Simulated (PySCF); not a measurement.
`C#CC=C=C([SiH3])C#C`. Method used: PySCF, PBE0-D3(BJ)/def2-SVP geometry optimisation, gas phase.

```
atom  x, y, z in Å
C1     3.7029    0.4012   -0.3778
C2     2.7172   -0.0778    0.1422
C3     1.5812   -0.6598    0.7733
C4     0.3348   -0.4063    0.4301
C5    -0.9097   -0.2049    0.0545
Si6   -1.6426   -1.3369   -1.2830
C7    -1.7448    0.8205    0.5863
C8    -2.5155    1.6669    0.9895
H9     4.5712    0.8297   -0.8425
H10    1.7621   -1.3604    1.6007
H11   -2.0336   -0.5119   -2.4629
H12   -0.6079   -2.3390   -1.6637
H13   -2.8532   -2.0171   -0.7367
H14   -3.1832    2.4232    1.3579
```

Q: What is the longest distance between nuclei?

A: H9···H14, 8.22 Å; the next longest distance is 7.95 Å.

Q: Give the dihedral angles C4–C5–Si6–H12, C7–C5–Si6–H12, C7–C5–Si6–H11.

A: C4–C5–Si6–H12 1° (synperiplanar); C7–C5–Si6–H12 -179° (antiperiplanar); C7–C5–Si6–H11 61° (synclinal). Dihedral signs follow IUPAC: positive where, seen along the central bond, the front bond turns clockwise onto the rear one.

Q: Work out the bond lengths C1–H9, C2–C3, C5–C7, C8–H14 in pm.

A: For C1–H9 the difference vector is (0.8683, 0.4285, -0.4647) Å, of length 1.0740 Å. C1–H9 107.4; C2–C3 142.4; C5–C7 142.5; C8–H14 107.4 pm.

Q: What are the angles C2–C1–H9, C2–C3–H10, C4–C5–Si6, C5–Si6–H13, C5–Si6–H11, H11–Si6–H13, C7–C8–H14?

A: From the scalar product of the two bond vectors; for C2–C1–H9 it is -1.3028 Å² over 1.2130 × 1.0740 Å², cos θ = -0.999975. C2–C1–H9 179.6°; C2–C3–H10 117.6°; C4–C5–Si6 118.4°; C5–Si6–H13 109.1°; C5–Si6–H11 109.2°; H11–Si6–H13 109.2°; C7–C8–H14 178.9°.

Q: Where is the centre of mass (commonest isotopes), and what is the radius of gyration?

A: Mass 118.024 u; centre at (-0.087, -0.186, -0.063) Å; Rg = √(Σ m r²/M) = 2.490 Å. As Ia + Ib + Ic = 2 Σ m r², the three principal moments sum to 1462.9 u·Å².

Q: How far apart are these pairs, which share no bond: C1···C7, C2···C5, C2···H14, C4···C8, Si6···H9, C8···H9, H10···H13?

A: C1···C7 5.548 Å (5 bonds apart); C2···C5 3.630 Å (3 bonds apart); C2···H14 6.523 Å (6 bonds apart); C4···C8 3.569 Å (3 bonds apart); Si6···H9 6.595 Å (6 bonds apart); C8···H9 7.367 Å (7 bonds apart); H10···H13 5.215 Å (5 bonds apart).

Q: What is the repulsion energy of the bare nuclei, Σ ZA·ZB/RAB?

A: 324.33 Eh over 91 pairs, with full nuclear charges and distances in bohr; the largest single term is 23.40 Eh (C5 with Si6).

No frequency check.

On an Intel Xeon Platinum 8488C with one thread (shared host), this took 42 s wall and 0.72 GiB of memory at its peak. This is the geometry optimisation.
